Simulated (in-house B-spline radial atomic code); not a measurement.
## Ionising the zinc ion Zn²⁺ with different functionals

Computed with a radial B-spline atomic code at the basis-set limit: scalar-relativistic (spin-free X2C) Hamiltonian, Fermi nucleus of rms radius 3.9283 fm, spin-polarised at highest spin, spherical fractional occupations for the functionals, and exact exchange of hybrids averaged over the configuration. The ionisation energy is the difference of two self-consistent energies, [Ar] 3d10 → [Ar] 3d9, without Breit or QED terms; ε is the level of the shell that loses the electron (its least bound occupied spin orbital).

| method | rung | ΔSCF (eV) | -ε(3d) (eV) |
| --- | --- | --- | --- |
| PBE0 | global hybrid | 39.73 | 33.70 |
| B3LYP | global hybrid | 40.03 | 33.33 |
| TPSSh | global hybrid | 39.89 | 31.84 |
| BHandHLYP | global hybrid | 39.26 | 36.62 |
| r2SCAN0 | global hybrid | 39.88 | 33.89 |
| B97-1 | global hybrid | 39.78 | 33.20 |
| HSE06 | range-separated hybrid | 39.72 | 33.27 |
| wB97X | range-separated hybrid | 39.62 | 36.04 |
| CAM-B3LYP | range-separated hybrid | 40.00 | 35.34 |
| LC-wPBE | range-separated hybrid | 40.07 | 36.19 |

(1) Among the functionals, which spreads more, the ΔSCF values or the orbital energies?

(2) How do they compare with the NIST value?

Results:

(1) The orbital energies: ΔSCF values span about 0.81 eV and the orbital energies 4.78 eV; here energy differences depend much less on the functional than eigenvalues do.

(2) NIST lists 39.723 eV (measured, ground level to ground level). Errors run from -0.47 to +0.34 eV; HSE06 is closest (-0.00 eV), but part of that can be cancellation, since the calculations leave out spin-orbit coupling, Breit-QED terms, multiplet and fine-structure energies.
